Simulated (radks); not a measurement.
Question: The mean radii <r> (bohr) of the occupied orbitals of an atom or ion are listed with their occupations. Calculated with a radial shooting solver on a logarithmic mesh with Libxc functionals: scalar-relativistic Kohn-Sham, PBE, spin-polarised, spherical densities, point nucleus.

orbital  occ.      <r>
1s up       1  0.03040
1s down     1  0.03040
2s up       1   0.1316
2s down     1   0.1316
2p up       3   0.1149
2p down     3   0.1148
3s up       1   0.3581
3s down     1   0.3581
3p up       3   0.3568
3p down     3   0.3567
3d up       5   0.3343
3d down     5   0.3342
4p up       3   0.9268
4p down     3   0.9268
4d up       5    1.102
4d down     4    1.102
5d up       2    3.187

Name the element and its charge. Open shells, if any, are filled with parallel spins first.

Answer: Z = 48, cadmium, charge +3: Cd3+ in [Ar] 3d10 4p6 4d9 5d2. The 1s radius gives Z: for a bare nucleus <r> = (2 gamma + 1)/(2Z) with gamma = sqrt(1 - (Z/c)^2), 0.02993 bohr for Z = 48, and screening makes it slightly larger (0.03040 here). The occupations add up to 45, and the charge is Z minus that.
